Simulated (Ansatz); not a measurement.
Reaction (atomization): `O=C=[N][GeH]([Cl])[Cl]` → C• + 2 Cl• + Ge• + H• + N• + O•

Program: Ansatz. Geometries: PBE0-D4/def2-TZVP. ΔE: electronic, gas phase. CCSD(T)/CBS is the MP2 limit (def2-TZVPP, def2-QZVPP) plus CCSD(T) − MP2 in def2-TZVPP, frozen cores. This one scheme is used for every species, atoms too. DFT in def2-TZVPP. Open shells (•) are unrestricted, without spin–orbit coupling. Spin–orbit coupling would lower the free atoms: a little for C, Cl, O; clearly for Ge. For Ge outer-core shells are correlated without core-valence functions, so the limit isn't a true one: a few kJ/mol of doubt a bond, and 10 to 20 or more in all where bonds break to atoms. Scalar relativity is left out up to krypton. Each species was taken in one conformer, which may not be the lowest.

| species | PBE-D4 energy (Eh) |
| --- | --- |
| `O=C=[N][GeH]([Cl])[Cl]` | -3165.44297 |
| C• | -37.79597 |
| Cl• | -459.95843 |
| Ge• | -2076.60177 |
| H• | -0.49962 |
| N• | -54.53214 |
| O• | -75.00967 |

**Question.** Work out ΔE.

**Answer.** ΔE = 2 × (-459.95843) + (-37.79597) + (-2076.60177) + (-0.49962) + (-54.53214) + (-75.00967) − (-3165.44297) = 1.08694 Eh = +2853.8 kJ/mol. CCSD(T)/CBS gives +2709.4 kJ/mol.

Largest T1 diagnostic among the species: 0.013.

At CCSD(T), def2-SVP lies −198.9 kJ/mol from the extrapolated value and def2-TZVPP −85.0 kJ/mol: correlation converges slowly with the basis, and small sets miss more of it in the bonded molecule than in its fragments. Leaving LDA and LC-ωPBE aside and taking each functional with its dispersion term where it has one, the values, not all of them listed here, spread over 295.9 kJ/mol, from BHLYP-D4 to PBE-D4. LDA lies +421.6 kJ/mol from PBE without D4, its usual overbinding.

For atomizations the MP2-based limit and the directly extrapolated one differ by several kJ/mol either way, and by 10 to 25 for some Ge, Se and Sn compounds, so smaller differences from it don't rank the levels.
